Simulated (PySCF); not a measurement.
Run record: geometry optimisation, `[F][SnH2][CH3]` (SnH2MeF).

Computed with PBE0-D3(BJ)/def2-SVP geometry optimisation, gas phase, def2 core potentials past Kr (PySCF 2.14.0). Start geometry: GFN2-xTB. A driver script takes a list of jobs; this job's settings line and coordinates (Å) are shown.

Input:
```
{"job": {"xc": "PBE0", "basis": "def2-SVP", "d3": "d3bj", "grid": 1, "maxiter": 30, "shake": 0.03, "kind": "geom"}, "charge": 0, "multiplicity": 1}
Sn     0.629450    -0.739520     0.417740
H      0.507620    -0.955570     2.063380
H      2.052240    -0.979640    -0.228600
C     -0.451960     1.001340    -0.408630
H     -0.173020     1.919130    -0.066410
H     -1.600750     0.900740    -0.105730
H     -0.458470     0.961320    -1.480600
F     -0.366890    -2.193460    -0.274860
```

Output:
```
step   0  E = -354.98808342  max force = 0.072172
step   1  E = -355.00634831  max force = 0.016538
step   2  E = -355.00791082  max force = 0.004284
step   3  E = -355.00816946  max force = 0.002026
step   4  E = -355.00823482  max force = 0.001292
step   5  E = -355.00826650  max force = 0.000577
step   6  E = -355.00828673  max force = 0.000506
step   7  E = -355.00833380  max force = 0.001787
step   8  E = -355.00836887  max force = 0.002049
step   9  E = -355.00846016  max force = 0.001320
step  10  E = -355.00849866  max force = 0.000702
step  11  E = -355.00850893  max force = 0.000352
optimisation converged
```

Energies in Eh; «max force» is the largest Cartesian gradient component in Eh/bohr.

**Question.** Give the first gradient maximum in eV/Å.

**Answer.** With 1 Eh/bohr = 51.422 eV/Å, 3.711 eV/Å.

**Question.** How much energy does the optimisation release, in eV?

**Answer.** E(step 0) − E(last step) = 0.020426 Eh, which is 0.556 eV.

Summary of the converged run: final energy -355.00851 Eh after 11 steps; dipole 3.05 D.

**Question.** Where do the atoms end?

**Answer.** 0.099 Å rms from the input after alignment:
```
atom  x, y, z in Å
Sn1    0.5540   -0.7527    0.3144
H2     0.4214   -1.0765    1.9915
H3     2.1664   -0.8061   -0.2598
C4    -0.5294    0.9785   -0.3140
H5    -0.0941    1.8791    0.1431
H6    -1.5795    0.8888   -0.0035
H7    -0.4809    1.0697   -1.4076
F8    -0.3196   -2.2664   -0.5478
```

The run took 29 s of wall time on one thread, Arm Neoverse V1 (aarch64), shared host with 32 logical CPUs at a one-minute load of 18, and the process peaked at 0.31 GiB of memory.
Labels such as C1 count atoms from 1, the log's own numbers from 0.
